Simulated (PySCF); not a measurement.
C2B2O2. Atoms are numbered in the order given.

```xyz
6

O      0.0000     0.0000    -3.3271
C      0.0000     0.0000    -2.1775
B      0.0000     0.0000    -0.7317
B      0.0000     0.0000     0.7317
C      0.0000     0.0000     2.1775
O      0.0000     0.0000     3.3271
```
Charge 0, spin multiplicity 1.

The structure is a stationary point at PBE0-D3(BJ)/def2-SVP.

Method: PBE/def2-TZVP (PySCF).

Atomic charges (e):

```tsv
atom	Mulliken	meta-Löwdin
O1	-0.04	-0.15
C2	0.29	0.38
B3	-0.25	-0.22
B4	-0.25	-0.22
C5	0.29	0.38
O6	-0.04	-0.15
```

Computed Mayer and Wiberg (Löwdin basis) orders of the bonds:
```csv
bond,Mayer,Wiberg
O1–C2,2.24,2.87
C2–B3,1.37,1.52
B3–B4,1.82,1.86
B4–C5,1.37,1.52
C5–O6,2.24,2.87
```
